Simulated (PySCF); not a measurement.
The vertical singlet excitations below were computed for one of the candidates. Method: TDDFT wB97X-D/def2-SVPD, vertical, gas phase, core orbitals frozen in the response in PySCF 2.14.0, density-fitted response routines. Geometries: PBE0-D3(BJ)/def2-SVP, one conformer each.

```tsv
state	E (eV)	λ (nm)	f
S1	4.90	253.0	0.0015
S2	6.09	203.4	0.110
S3	6.25	198.2	0.0036
S4	6.77	183.0	0.045
S5	7.19	172.5	0.013
S6	7.38	168.0	0.0050
S7	7.52	164.9	0.0051
S8	7.58	163.6	0.076
S9	7.72	160.5	0.041
S10	7.77	159.7	0.071
```

Question: Which candidate is it? All have the formula C6H14N2Si2.
A. `C=N[C@@H]1[C@H]2C[C@]1(N([SiH3])[SiH3])C2`
B. `C[Si@@H]([SiH2]N)[C@H]1C[C@H](C#N)C1`
C. `C#CCN[Si@@]1(C)CC[SiH2]N1`

Answer: A. Its S1, at 4.90 eV, is the lowest among the candidates; the nearest of the others has S1 at 6.02 eV. S1 is HOMO-1→LUMO (95%). Löwdin shares by element: HOMO nitrogen 41% or more, carbon 18% or more, silicon 7% or more (atoms not listed hold the other 34%); LUMO carbon 38% or more, nitrogen 34% or more, hydrogen 15% or more. At the same level the other candidates give, for their lowest levels:
- `C[Si@@H]([SiH2]N)[C@H]1C[C@H](C#N)C1`: 6.02 eV (f 0.006); 6.80 eV (f 0.013); 7.00 eV (f 0.069); 7.36 eV (f 0.022); 7.46 eV (f 0.001); T1 5.61 eV; HOMO -9.20, LUMO 1.34 eV
- `C#CCN[Si@@]1(C)CC[SiH2]N1`: 6.44 eV (f 0.037); 6.49 eV (f 0.002); 6.66 eV (f 0.010); 6.79 eV (f 0.001); 6.83 eV (f 0.002); T1 5.41 eV; HOMO -8.62, LUMO 1.93 eV

Conformer computed: `[CH2:1]=[N:2][C@@H:3]1[C@H:4]2[CH2:5][C@:6]1([N:7]([SiH3:8])[SiH3:9])[CH2:10]2`: C1–N2–C3–C4 -146°, C5–C6–N7–Si8 -149°.
Triplets come from the Tamm–Dancoff approximation.
